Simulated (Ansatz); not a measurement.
Ansatz (a first-principles code) input (SVWN5/def2-TZVP):

Ansatz 0.2 input:
```yaml
crystal:
  periodic: [false, false, false]
  atoms:
    - {symbol: Sr, position_ang: [-0.00000000, -0.00000000, -0.40177766]}
    - {symbol: F, position_ang: [0.00000000, 0.00000000, 1.69639455]}
basis:
  gaussian:
    orbitals: def2-TZVP
hamiltonian:
  xc: {name: SVWN5}
magnetization: {spin_polarized: true, initial_magnetization: 1}
relax: {f_tol: 0.003, max_steps: 100}
```

End of the output:

```
integrals: 0.01 GiB planned
469 factors; their error is unknown
mean field: 0.14 GiB planned
mean field evaluation 1: about -3531.2250 eV, gradient 3.5e1 eV
mean field evaluation 2: about -3285.1343 eV, gradient 1.9e2 eV
mean field evaluation 4: about -3535.1483 eV, gradient 5.9e0 eV
mean field evaluation 8: about -3535.3101 eV, gradient 9.6e-2 eV
mean field evaluation 16: about -3533.5076 eV, gradient 1.1e0 eV
mean field -3535.31008841 eV, -129.9202494297 hartree, gradient 2.7e-6 eV, S^2 0.750359; 0 other end points of the search recorded, 0 dependent functions left out
the calculation of the forces begins
reference -3535.31012768 eV, -129.9202508728 hartree; 10, 9 occupied and 54, 55 virtual orbitals, 469 factors
relax step   1: F+E_penalty+E_count = -3535.31008841 eV  Δ(F+E_penalty+E_count) = +0.000e0 eV  max|allowed force component| = 6.092e-1 eV/Å  Δτ_max = 0.0000 Å  (30 SCF iters, accepted)
these checks for a lower state are left out or cut short: starts, cluster_reference, orbital_swaps, neighbouring_geometries, increment
integrals: 0.01 GiB planned
469 factors; their error is unknown
mean field: 0.14 GiB planned
mean field -3535.32365777 eV, -129.9207480946 hartree, gradient 6.5e-5 eV, S^2 0.750354; 0 other end points of the search recorded, 0 dependent functions left out
the calculation of the forces begins
reference -3535.32369664 eV, -129.9207495231 hartree; 10, 9 occupied and 54, 55 virtual orbitals, 469 factors
relax step   2: F+E_penalty+E_count = -3535.32365777 eV  Δ(F+E_penalty+E_count) = -1.357e-2 eV  max|allowed force component| = 2.132e-2 eV/Å  Δτ_max = 0.0223 Å  (25 SCF iters, accepted)
these checks for a lower state are left out or cut short: starts, cluster_reference, orbital_swaps, neighbouring_geometries, increment
integrals: 0.01 GiB planned
469 factors; their error is unknown
mean field: 0.14 GiB planned
mean field -3535.32367231 eV, -129.9207486289 hartree, gradient 3.3e-5 eV, S^2 0.750355; 0 other end points of the search recorded, 0 dependent functions left out
the calculation of the forces begins
reference -3535.32371119 eV, -129.9207500579 hartree; 10, 9 occupied and 54, 55 virtual orbitals, 469 factors
relax step   3: F+E_penalty+E_count = -3535.32367231 eV  Δ(F+E_penalty+E_count) = -1.454e-5 eV  max|allowed force component| = 2.002e-4 eV/Å  Δτ_max = 0.0007 Å  (19 SCF iters, accepted)
integrals: 0.01 GiB planned
469 factors; their error is unknown
mean field: 0.14 GiB planned
mean field evaluation 32: about -3535.3245 eV, gradient 1.1e-2 eV
mean field -3535.32367231 eV, -129.9207486289 hartree, gradient 3.3e-5 eV, S^2 0.750355; 1 other end points of the search recorded, 0 dependent functions left out
the calculation of the forces begins
reference -3535.32371119 eV, -129.9207500579 hartree; 10, 9 occupied and 54, 55 virtual orbitals, 469 factors
Total energy: -3535.32371119 eV, -129.9207500579 hartree
Atom 0 at    -0.000000     0.000000    -0.380200 Å, force    -0.000000    -0.000000     0.000200 eV/Å
Atom 1 at     0.000000    -0.000000     1.674817 Å, force     0.000000     0.000000    -0.000200 eV/Å
Dipole moment:     0.000000     0.000000    -0.745150 e Å
```
